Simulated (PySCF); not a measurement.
Si(OMe)4 (C4H12O4Si), SMILES CO[Si](OC)(OC)OC.

Coordinates come from a PBE0-D3(BJ)/def2-SVP optimisation. The isomer is the one that the SMILES or the coordinates give; other isomers of the formula were not compared. The values are those of a single conformer.

Level of theory: PySCF with HF/def2-SVP.

Isolated molecule, no solvent.

Computed frontier levels, gap, dipole moment and polarisability:
```
Item                                                                                                           Result
---------------------------------------------------------------------------------------------  ----------------------
highest occupied level                                                                                      -12.06 eV
lowest empty level                                                                                            4.79 eV
orbital gap                                                                                                  16.85 eV
dipole moment                                                                                                  0.00 D
quadrupole, principal values (traceless, Buckingham form, about the centre of nuclear charge)  -0.82, -0.82, 1.64 D·Å
mean static polarisability                                                                       66.9 bohr³ (9.91 Å³)
polarisability, principal values                                                               66.7, 66.7, 67.2 bohr³
```
